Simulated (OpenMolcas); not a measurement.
C: CASPT2 settings compared

```yaml
Program: OpenMolcas
Basis: ANO-R3 [4s4p2d1f]
Scalar_Hamiltonian: X2C, finite nucleus
Active_space: 4 electrons in 4 orbitals (2s 2p)
State_averaging: 2S+1 = 3 even, 3 roots; 2S+1 = 1 even, 6 roots kept (CI in the orbitals of an earlier block); 2S+1 = 3 odd, 5 roots; 2S+1 = 5 odd, 1 root kept (CI in the orbitals of an earlier block)
Spin-orbit_coupling: RASSI with atomic mean-field integrals over the reference wave functions, term energies averaged over their components
```

Methods on the same reference wave functions:
A. CASSCF
B. SS-CASPT2, IPEA 0.2 Eh, real shift 0.5 Eh (closed shells correlated: 1s)
C. SS-CASPT2, IPEA 0.35 Eh, real shift 0.05 Eh (closed shells correlated: none)
D. SS-CASPT2, IPEA 0.1 Eh, imaginary shift 0.4 Eh (closed shells correlated: none)

Energies in cm⁻¹ above 2s² 2p² ³P₀, the measured ground level; measured values from NIST Handbook of Basic Atomic Spectroscopic Data.

```json
{"Level": "2s² 2p² ³P₀", "A": "0.0", "B": "0.0", "C": "0.0", "D": "0.0", "Measured": "0.0"}
{"Level": "2s² 2p² ³P₁", "A": "14.9", "B": "14.9", "C": "14.9", "D": "14.9", "Measured": "16.4"}
{"Level": "2s² 2p² ³P₂", "A": "44.4", "B": "44.4", "C": "44.4", "D": "44.4", "Measured": "43.4"}
{"Level": "2s² 2p² ¹D₂", "A": "12949", "B": "10350", "C": "9930", "D": "10440", "Measured": "10193"}
{"Level": "2s² 2p² ¹S₀", "A": "21758", "B": "20850", "C": "20080", "D": "20980", "Measured": "21648"}
{"Level": "2s 2p³ ⁵S°₂", "A": "24542", "B": "30330", "C": "29970", "D": "30540", "Measured": "33735"}
```

Deviations, from unrounded energies. A percentage is the sum of absolute deviations over the sum of measured energies, with the sign that they share, or ± where signs differ.

```json
{"Against measurement": "mean absolute deviation (cm-1)", "Levels": "5", "A": "2400", "B": "870", "C": "1100", "D": "820"}
{"Against measurement": "fine structure of the ground term (%)", "Levels": "2", "A": "±4.2", "B": "±4.2", "C": "±4.2", "D": "±4.2"}
{"Against measurement": "other terms of the ground configuration (%)", "Levels": "2", "A": "+9.0", "B": "±3.0", "C": "-5.8", "D": "±2.9"}
{"Against measurement": "other configurations (%)", "Levels": "1", "A": "-27.3", "B": "-10.1", "C": "-11.2", "D": "-9.5"}
```

D lies closest to measurement on these levels and A furthest from it. The largest miss of D in the table is 2s 2p³ ⁵S°₂, by -3200 cm-1. The ranking rests on the paired levels alone, and a cruder setting can come out closer through cancelling errors.

Among B to D the level of the table that moves most is 2s² 2p² ¹S₀, by 900 cm-1 (lowest in C, highest in D). Moves below CASPT2's spread within the term are not significant.

From A to B the spin-free energies of the other terms of 2s² 2p² shown, above ³P, scale by factors of 0.80 to 0.96.

The lowest spin-free term lies below A's lowest term by 0.074 hartree in B, 0.062 hartree in C, 0.068 hartree in D.

CASPT2 does not keep the components of a term degenerate, so their means are used; among the terms shown or strongly mixed into the levels shown the widest spread is 21 cm-1 (2s² 2p² ¹D, C). Terms from blocks run as CI alone lack orbitals of their own. Without dynamic correlation excited terms often stand tens of per cent too high (terms of higher spin than the ground term too low), and those without a measured partner can miss by more than the paired ones (holds for A). Computed and measured levels are paired by configuration, term and J; levels that our copy of the source lacks, or whose pairing is in doubt (as where it misses far off the trend of its configuration), stay unpaired and out of the deviations. Levels of configurations outside the active space are missing. The table leaves out levels that lie high or whose names do not pair safely across all columns.

° marks odd parity.
